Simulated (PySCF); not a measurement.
**Calculated NMR data**

[PySCF: J: B3LYP/pcJ-1; shielding tensors at PBE0/pcSseg-1 (GIAO); structure optimised with GFN2-xTB; one conformer; no solvent model; relativity neglected; one averaged value for each set of equivalent atoms]

References, each an isolated molecule treated in the same way: ¹H (σref 31.72), ¹³C (σref 186.93) against TMS. Multiplet labels drop J under 1 Hz and among equivalent protons, and merge close values. Unscaled 3J(H,H) run several per cent high. Splittings of carbon signals by F and P are missing where no couplings were computed. Where no couplings were computed, multiplicities follow the n + 1 count of equivalent neighbours, and m marks all less simple cases (inequivalent or close neighbours, rings, F or P nearby). Shifts are as computed. Against solution values, carbons near 30 ppm lie about +3 ppm off and those near 130 ppm about +5 ppm. Of 1211 compounds with measured shifts, 218 miss one by over three times the rms of a fit or turn the order of signals round; such compounds aren't used in these exercises.

Compound 1 (C6H11NOSi). ¹H NMR (400 MHz, computed): δ 6.46 (m, 1H), 5.69 (m, 1H), 5.07 (d, 2H), 3.88 (s, 3H), 2.58 (m, 2H), 2.18 (t, 2H). ¹³C{¹H} NMR (computed): δ 156.1, 131.1, 123.6, 54.2, 40.9, 18.1. Structure: SMILES C(=C\[SiH2]OC)/CCC#N.

Compound 2 (C2H5N). ¹H NMR (400 MHz, computed): δ 7.69 (dq, J = 17.9, 2.2 Hz, 1H), 7.19 (dq, J = 17.9, 2.8 Hz, 1H), 3.69 (t, J = 2.5 Hz, 3H). ¹³C{¹H} NMR (computed): δ 155.2, 53.3. Structure: N-methylmethanimine.

Compound 3 (C6H6F4N2). ¹H NMR (400 MHz, computed): δ 6.34 (m, 1H), 4.29 (q, 2H), 1.47 (t, 3H). ¹³C{¹H} NMR (computed): δ 170.6 (C), 136.1 (C), 129.3 (C), 99.8 (CH), 49.0 (CH2), 19.2 (CH3). Structure: SMILES C(C)n1nc(F)cc1C(F)(F)F.

Compound 4 (C5H5FN2). ¹H NMR (400 MHz, computed): δ 7.12 (m, 1H), 6.79 (m, 1H), 6.37 (m, 1H), 5.99 (m, 1H), 5.15 (m, 1H). ¹³C{¹H} NMR (computed): δ 174.8, 137.1, 134.0, 108.1, 98.6. Structure: `c1n(C=C)nc(F)c1`.
